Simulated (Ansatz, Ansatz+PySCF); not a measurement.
```yaml
atoms:
  - { symbol: C, position_ang: [-0.6099, -0.1633, -0.1776] }
  - { symbol: C, position_ang: [0.6182, 0.1514, 0.1901] }
  - { symbol: H, position_ang: [-0.8284, -0.5465, -1.1675] }
  - { symbol: H, position_ang: [-1.4515, -0.0495, 0.4954] }
  - { symbol: H, position_ang: [1.4605, 0.0411, -0.4827] }
  - { symbol: H, position_ang: [0.8351, 0.5328, 1.1810] }
```

Basis set: def2-SVP (spherical functions). Correlated methods keep 2 orbitals frozen. Charge 0, multiplicity 3.

Computed with Ansatz (development build ahead of 0.2.0); each method stands on the lowest determinant of its kind that the runs found.

Q: Give the atomization energy at this shape (free ground-state atoms in the same class of orbitals less the molecule, no zero-point energy) of triplet C2H4 by UHF-MP2, UHF.

A:

```csv
method,atomization energy
UHF-MP2,18.78 eV
UHF,15.26 eV
```

Caution: another spin multiplicity may lie lower; the shape is not the minimum.
